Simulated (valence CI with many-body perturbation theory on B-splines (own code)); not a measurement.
# Ga24+: electric-dipole lines

Level of theory: configuration interaction combined with many-body perturbation theory (CI+MBPT): five valence electrons over a frozen Dirac-Fock core [He], a basis of 11 s, 11 p, 10 d, 8 f, 5 g, 2 h functions for each j, with the one-electron correlation potential Σ1 (screened to all orders), the two-electron term Σ2, the three-electron term Σ3, Breit, model QED; selected single and double excitations, second order for the rest, scaled by the run's own slope (own B-spline code, finite nucleus).

No measured levels were compared; by estimate levels of excited configurations hold to 0.05 to 0.15 % of their energy, terms of the ground configuration to about 0.5 %. Among the levels kept, up to 5500 cm⁻¹ of a level comes from second order outside the variational space, and about a tenth of that is noise between levels of different J, which matters for small intervals.

Lines 151 to 200 of 600 in falling wavelength, among levels below 119.85 Ry, chosen from the strongest by gf and those to the six lowest levels. Wavelengths and rates use the calculated energies, so an error of 900 cm⁻¹ moves a line at 274.7 Å by 0.25 % and its rate by three times that or more. Electric multipoles are in the length gauge, E1 and E2 with the static RPA response of the core. Weak lines are less certain than strong ones. Lines between different terms over intervals too small for the method are left out, as are lines whose strength nearly cancels. Where a level lies close to another of its J and parity, the split of strength between their lines is uncertain. The highest levels of a list are the least certain.

Names give the largest LS component (configuration and term), which can be under half, so a name can repeat, a term be missing and a line seem to break the LS rules; names also repeat where a configuration has a term twice. Letters in brackets count levels of one name in rising energy.

```tsv
λ vac (Å)	Upper	Lower	A (s⁻¹)	S (a.u.)
274.7	2s2.2p2.3d 4P_1/2	2s2.2p2.3p 4S°_3/2	4.24e+09	8.67e-02
274.5	2s2.2p2.3d 2D_3/2 [b]	2s2.2p2.3p 2D°_3/2 [b]	2.45e+09	1.00e-01
273.6	2s2.2p2.3d 4F_5/2 [b]	2s2.2p2.3p 4D°_3/2 [b]	3.76e+09	2.28e-01
273.1	2s2.2p2.3d 2F_7/2 [d]	2s2.2p2.3p 2D°_5/2 [b]	4.30e+09	3.46e-01
272.9	2s2.2p2.3d 2D_5/2 [a]	2s2.2p2.3p 2P°_3/2 [a]	4.21e+09	2.53e-01
272.6	2s2.2p2.3p 2F°_5/2	2s2.2p2.3s 2P_3/2	4.42e+09	2.65e-01
272.5	2s2.2p2.3p 2D°_3/2 [a]	2s2.2p2.3s 4P_3/2	2.10e+09	8.38e-02
272.1	2s2.2p2.3d 2D_5/2 [b]	2s2.2p2.3p 2D°_3/2 [b]	1.79e+09	1.07e-01
271.2	2s.2p3.3d 2F°_7/2 [e]	2s.2p3.3p 2F_5/2 [b]	2.05e+09	1.61e-01
271.2	2s.2p3.3d 4F°_3/2 [b]	2s.2p3.3p 4D_1/2 [b]	4.24e+09	1.67e-01
271.1	2s.2p3.3p 4P_5/2 [b]	2s.2p3.3s 4D°_7/2	5.08e+09	3.00e-01
270.9	2s.2p3.3p 4P_5/2 [d]	2s.2p3.3s 4P°_5/2	2.27e+09	1.34e-01
270.7	2s.2p3.3d 2D°_3/2 [a]	2s.2p3.3p 2P_3/2 [a]	3.51e+09	1.37e-01
270.6	2s.2p3.3d 2P°_3/2 [b]	2s.2p3.3p 2S_1/2	2.45e+09	9.59e-02
269.1	2s2.2p2.3d 2F_7/2 [a]	2s2.2p2.3p 4D°_5/2	1.62e+09	1.25e-01
267.8	2s.2p3.3d 4D°_7/2 [b]	2s.2p3.3p 4D_7/2 [a]	1.83e+09	1.39e-01
267.0	2s.2p3.3d 2F°_5/2 [c]	2s.2p3.3p 2F_5/2 [b]	1.43e+09	8.08e-02
265.8	2s.2p3.3p 2P_1/2 [d]	2s.2p3.3s 2D°_3/2 [c]	5.89e+09	1.09e-01
264.7	2s2.2p2.3d 4F_3/2	2s2.2p2.3p 4D°_1/2	4.95e+09	1.81e-01
263.1	2s2.2p2.3d 2D_3/2 [c]	2s2.2p2.3p 2P°_1/2 [c]	4.66e+09	1.68e-01
261.2	2s.2p3.3d 2D°_5/2 [a]	2s.2p3.3p 2F_5/2 [a]	1.56e+09	8.23e-02
260.9	2s.2p3.3d 2G°_9/2 [a]	2s.2p3.3p 4D_7/2 [a]	1.70e+09	1.49e-01
258.9	2s.2p3.3d 2D°_5/2 [b]	2s.2p3.3p 2P_3/2 [a]	2.32e+09	1.19e-01
258.7	2s2.2p2.3d 2P_3/2 [a]	2s2.2p2.3p 2S°_1/2	3.08e+09	1.05e-01
255.7	2s.2p3.3d 4D°_3/2 [b]	2s.2p3.3p 4D_3/2 [a]	3.32e+09	1.09e-01
251.8	2s2.2p2.3p 2F°_5/2	2s2.2p2.3s 4P_5/2	2.31e+09	1.09e-01
247.5	2s2.2p2.3p 2P°_3/2 [a]	2s2.2p2.3s 2P_1/2	2.83e+09	8.48e-02
246.6	2s.2p3.3d 4P°_1/2 [a]	2s.2p3.3p 4D_3/2 [a]	4.59e+09	6.80e-02
243.4	2s2.2p2.3d 4D_5/2	2s2.2p2.3p 4P°_5/2	1.83e+09	7.79e-02
242.9	2s2.2p2.3p 2P°_1/2 [a]	2s2.2p2.3s 2P_3/2	6.36e+09	8.99e-02
241.8	2s.2p3.3p 4P_3/2 [b]	2s.2p3.3s 4D°_5/2	3.72e+09	1.04e-01
241.3	2s.2p3.3p 2P_1/2 [f]	2s.2p3.3s 2P°_1/2 [b]	8.97e+09	1.24e-01
240.8	2s.2p3.3p 4P_5/2 [a]	2s.2p3.3s 6S°_5/2	1.65e+09	6.83e-02
237.9	2s.2p3.3d 2F°_7/2 [a]	2s.2p3.3p 2F_7/2 [a]	2.17e+09	1.15e-01
230.7	2s.2p3.3p 4P_5/2 [b]	2s.2p3.3s 4D°_5/2	1.88e+09	6.84e-02
228.2	2s2.2p2.3d 2D_5/2 [c]	2s2.2p2.3p 2D°_5/2 [a]	2.46e+09	8.67e-02
225.0	2s2.2p2.3p 2P°_3/2 [b]	2s2.2p2.3s 2D_3/2	7.59e+09	1.71e-01
215.1	2s2.2p2.3p 2P°_3/2 [b]	2s2.2p2.3s 2D_5/2	3.37e+09	6.62e-02
149.1	2s.2p3.3p 4D_7/2 [a]	2s2.2p2.3p 2D°_5/2 [b]	3.28e+09	4.29e-02
138.9	2s.2p3.3s 4D°_7/2	2s2.2p2.3s 2D_5/2	3.70e+09	3.92e-02
131.4	2p4.3s 4P_5/2	2s.2p3.3s 4S°_3/2 [b]	1.16e+10	7.78e-02
123.7	2s.2p4 4P_5/2	2s2.2p3 2D°_3/2	2.74e+09	1.54e-02
110.5	2s.2p3.3p 2F_7/2 [a]	2s2.2p2.3p 2F°_5/2	6.93e+09	3.69e-02
110.4	2s.2p4 2D_5/2	2s2.2p3 2P°_3/2	7.14e+09	2.85e-02
109.4	2p5 2P°_3/2	2s.2p4 2P_3/2	3.15e+10	8.13e-02
107.1	2p5 2P°_1/2	2s.2p4 2P_1/2	3.78e+10	4.58e-02
105.9	2s.2p3.3d 4F°_7/2 [a]	2s2.2p2.3d 4F_7/2	6.79e+09	3.18e-02
105.2	2s.2p3.3d 4G°_11/2	2s2.2p2.3d 4F_9/2	5.85e+09	4.03e-02
105.0	2s.2p3.3d 4G°_9/2	2s2.2p2.3d 4F_7/2	8.51e+09	4.86e-02
104.7	2s.2p3.3p 4F_5/2	2s2.2p2.3p 4D°_3/2 [b]	8.76e+09	2.97e-02
```
